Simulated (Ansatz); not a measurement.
Consider the formal exchange of groups at the Si–C bond: `C[SiH](S)CF` + `CCOC#N` → `C[SiH](S)C#N` + `CCOCF`.

Gas-phase electronic energies from Ansatz, PBE0-D4/def2-TZVP geometries. CBS: MP2 limit from def2 TZ/QZ plus the TZ coupled-cluster correction, frozen cores. Functionals use def2-TZVPP. B3LYP here is the variant with VWN-RPA as its local correlation; programs differ in this. Each species was taken in one conformer, which may not be the lowest.

```
             level  ΔE (kJ/mol)  difference from CCSD(T)/CBS
         r2SCAN-D4        -85.5                         13.3
          B3LYP-D4        -86.9                         11.9
           ωB97X-V        -91.5                          7.3
           ωB97M-V        -93.2                          5.6
               PBE        -78.9                         19.9
              PBE0        -84.5                         14.3
SCS-MP2/def2-TZVPP       -103.8                         -5.0
   CCSD/def2-TZVPP       -101.6                         -2.8
CCSD(T)/def2-TZVPP       -100.1                         -1.3
SCS-MP2/def2-QZVPP       -103.1                         -4.3
       CCSD(T)/CBS        -98.8                            0
```

Largest T1 diagnostic among the species: 0.013.

From PBE to PBE0 (25 % exact exchange), in def2-TZVPP and without D4, ΔE moves by −5.5 kJ/mol.
